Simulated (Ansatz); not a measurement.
Consider the ligand exchange at the Si–C bond: `O[SiH2]/C=C/Cl` + `O[Si](O)(O)O` → `O[SiH2]O[Si](O)(O)O` + `C=CCl`.

Gas-phase electronic energies from Ansatz, PBE0-D4/def2-TZVP geometries. CCSD(T)/CBS is the MP2 limit (def2-TZVPP, def2-QZVPP) plus CCSD(T) − MP2 in def2-TZVPP, frozen cores. This one scheme is used for every species. Functionals use def2-TZVPP. B3LYP here is the variant with VWN-RPA as its local correlation; programs differ in this. One conformer a species, not always the lowest.

(1) Is it downhill or uphill in electronic energy at CCSD(T)/CBS, and by how much? (Best estimate.)

(2) What do these levels give: PBE-D4, r2SCAN-D4, B3LYP-D4, ωB97X-V, PBE0, B3LYP, HF/def2-TZVPP, MP2/def2-TZVPP, CCSD/def2-TZVPP, HF/def2-QZVPP, MP2/def2-QZVPP, SCS-MP2/def2-QZVPP? (Estimate.)

Largest T1 diagnostic among the species: 0.012.

Results:

(1) The calculation gave: Downhill: ΔE = -124.1 kJ/mol.

(2) Ansatz gave: PBE-D4 -109.3, r2SCAN-D4 -120.8, B3LYP-D4 -125.4, ωB97X-V -123.3, PBE0 -112.9, B3LYP -121.9, HF/def2-TZVPP -137.6, MP2/def2-TZVPP -122.4, CCSD/def2-TZVPP -126.2, HF/def2-QZVPP -139.6, MP2/def2-QZVPP -123.2, SCS-MP2/def2-QZVPP -126.1 kJ/mol.

From PBE to PBE0 (25 % exact exchange), in def2-TZVPP and without D4, ΔE moves by −5.9 kJ/mol. The D4 term adds −3.5 kJ/mol with B3LYP and −2.1 kJ/mol with PBE0; it sums over pairs of atoms, weighted by their polarisabilities, and B3LYP, whose exchange is more repulsive, gets the larger term. In def2-TZVPP, CCSD(T) changes the Hartree–Fock value by +13.8 kJ/mol (the triples alone add +2.3 kJ/mol) and MP2 by +15.3 kJ/mol.
